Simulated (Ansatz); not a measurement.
Reaction (hydrogenolysis of the Si–Cl bond): `F[Si](F)(Cl)[SiH2]Cl` + H₂ → `F[Si](F)([SiH3])Cl` + HCl

Program: Ansatz. Geometries: PBE0-D4/def2-TZVP. ΔE: electronic, gas phase. CCSD(T)/CBS adds triple-zeta CCSD(T) − MP2 to the extrapolated MP2 energy (def2 sets, frozen cores). This one scheme is used for every species. DFT in def2-TZVPP. One conformer a species, not always the lowest.

```csv
level,ΔE (kJ/mol)
PBE0-D4,64.1
revPBE,58.7
```

**Question.** What does CCSD(T)/CBS give? (Estimate.)

**Answer.** The calculation gave: +65.2 kJ/mol. The listed levels differ from it by -1.1, -6.5 kJ/mol.

Largest T1 diagnostic among the species: 0.012.

In def2-TZVPP, CCSD(T) changes the Hartree–Fock value by +6.2 kJ/mol (the triples alone add +3.2 kJ/mol) and MP2 by +16.7 kJ/mol. Leaving LDA and LC-ωPBE aside and taking each functional with its dispersion term where it has one, the values, not all of them listed here, spread over 8.6 kJ/mol, from CAM-B3LYP-D4 to revPBE-D4. At CCSD(T), def2-SVP lies −20.0 kJ/mol from the extrapolated value and def2-TZVPP −6.4 kJ/mol.
